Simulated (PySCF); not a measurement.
# Electron correlation in Hf⁴⁸⁺ (hafnium, charge +48)

Starting occupation: [Ar] 3d6, 3d3/2 with m_j = -3/2, -1/2, +1/2, +3/2, 3d5/2 with m_j = +3/2, +5/2. All numbers are calculated (PySCF 2.14, X2C-1e with screened-nucleus spin-orbit coupling, Gaussian nucleus, in an even-tempered Gaussian basis (15 s from 12 bohr⁻², ratio 2.8; 12 p from 16 bohr⁻², ratio 2.8; 8 d from 16 bohr⁻², ratio 2.8; 3 f from 55 bohr⁻², ratio 3)). Frozen: [Ne]; 14 electrons correlated; the 72 highest virtual spinors left out.

MP2 pair energies summed by pair of shells (mhartree):

```json
{"pair": "3d3/2-3p3/2", "energy": "-97.34", "share (%)": "19.1"}
{"pair": "3p3/2-3p3/2", "energy": "-72.64", "share (%)": "14.3"}
{"pair": "3d3/2-3d3/2", "energy": "-63.15", "share (%)": "12.4"}
{"pair": "3d5/2-3p3/2", "energy": "-61.57", "share (%)": "12.1"}
{"pair": "3d3/2-3d5/2", "energy": "-60.99", "share (%)": "12.0"}
{"pair": "3p1/2-3p3/2", "energy": "-29.06", "share (%)": "5.7"}
{"pair": "3d3/2-3p1/2", "energy": "-24.54", "share (%)": "4.8"}
{"pair": "3p3/2-3s1/2", "energy": "-24.52", "share (%)": "4.8"}
{"pair": "3d3/2-3s1/2", "energy": "-22.33", "share (%)": "4.4"}
{"pair": "3d5/2-3p1/2", "energy": "-12.26", "share (%)": "2.4"}
{"pair": "3p1/2-3s1/2", "energy": "-11.12", "share (%)": "2.2"}
{"pair": "3d5/2-3s1/2", "energy": "-9.45", "share (%)": "1.9"}
{"pair": "3p1/2-3p1/2", "energy": "-7.41", "share (%)": "1.5"}
{"pair": "3s1/2-3s1/2", "energy": "-6.70", "share (%)": "1.3"}
{"pair": "3d5/2-3d5/2", "energy": "-5.78", "share (%)": "1.1"}
```

Total MP2 correlation energy: -508.85 mhartree.

At this charge the one-electron X2C treatment keeps the bare 1/r₁₂, with no two-electron picture change or Breit term. The effect here is smaller than on the frozen 1s shell.
